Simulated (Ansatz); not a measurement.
Relaxation of BFH₅SbSi (9 atoms, charge 0, multiplicity 1), to a largest force component of 0.015 eV/Å in at most 40 steps.

Computed with RKS PBE-D4/def2-mTZVP (Ansatz).

```xyz
9
Properties=species:S:1:pos:R:3
B -0.850 1.123 0.240
Si 0.828 0.416 -0.230
F 1.940 0.907 0.899
Sb 0.743 -2.083 -0.242
H -1.450 1.875 -0.550
H -1.403 0.913 1.260
H 1.262 0.894 -1.557
H 1.623 -2.099 -1.804
H 2.333 -2.152 0.674
```

Question: Where does it end, and by what steps?

Answer: The forces met the threshold. After 19 steps the energy has fallen by 0.897 eV; H5 moved furthest, 1.28 Å. Joined: B1–Sb4 (3.61 → 2.41 Å).

```json
{"step": "0", "energy less start (eV)": "0.0000", "largest force component (eV/Å)": "2.177", "accepted": "yes"}
{"step": "1", "energy less start (eV)": "-0.2786", "largest force component (eV/Å)": "1.303", "accepted": "yes"}
{"step": "2", "energy less start (eV)": "-0.4043", "largest force component (eV/Å)": "0.446", "accepted": "yes"}
{"step": "3", "energy less start (eV)": "-0.4615", "largest force component (eV/Å)": "0.245", "accepted": "yes"}
{"step": "4", "energy less start (eV)": "-0.5025", "largest force component (eV/Å)": "0.175", "accepted": "yes"}
{"step": "5", "energy less start (eV)": "-0.5141", "largest force component (eV/Å)": "0.273", "accepted": "yes"}
{"step": "6", "energy less start (eV)": "-0.5038", "largest force component (eV/Å)": "0.544", "accepted": "no"}
{"step": "7", "energy less start (eV)": "-0.5351", "largest force component (eV/Å)": "0.172", "accepted": "yes"}
{"step": "8", "energy less start (eV)": "-0.5513", "largest force component (eV/Å)": "0.122", "accepted": "yes"}
{"step": "9", "energy less start (eV)": "-0.5767", "largest force component (eV/Å)": "0.176", "accepted": "yes"}
{"step": "10", "energy less start (eV)": "-0.6238", "largest force component (eV/Å)": "0.417", "accepted": "yes"}
{"step": "11", "energy less start (eV)": "-0.6886", "largest force component (eV/Å)": "0.752", "accepted": "yes"}
{"step": "12", "energy less start (eV)": "-0.7568", "largest force component (eV/Å)": "0.529", "accepted": "yes"}
{"step": "13", "energy less start (eV)": "-0.8115", "largest force component (eV/Å)": "1.507", "accepted": "yes"}
{"step": "14", "energy less start (eV)": "-0.8324", "largest force component (eV/Å)": "0.611", "accepted": "yes"}
{"step": "15", "energy less start (eV)": "-0.8324", "largest force component (eV/Å)": "0.515", "accepted": "no"}
{"step": "16", "energy less start (eV)": "-0.8924", "largest force component (eV/Å)": "0.177", "accepted": "yes"}
{"step": "17", "energy less start (eV)": "-0.8954", "largest force component (eV/Å)": "0.152", "accepted": "yes"}
{"step": "18", "energy less start (eV)": "-0.8970", "largest force component (eV/Å)": "0.016", "accepted": "yes"}
{"step": "19", "energy less start (eV)": "-0.8971", "largest force component (eV/Å)": "0.013", "accepted": "yes"}
```

```xyz
9
Properties=species:S:1:pos:R:3
B -0.630 0.505 0.132
Si 1.189 0.988 -0.155
F 2.273 1.217 1.035
Sb 0.120 -1.768 -0.110
H -1.343 0.631 -0.830
H -1.065 0.585 1.249
H 1.986 1.014 -1.422
H 0.750 -1.692 -1.726
H 1.746 -1.688 0.515
```

Whether the end is a true minimum wasn't checked by a vibrational analysis.

The run took 36 s on 2 threads of AMD EPYC 7R43 64-Core Processor (Zen 3) (shared host), peak memory 0.17 GiB.
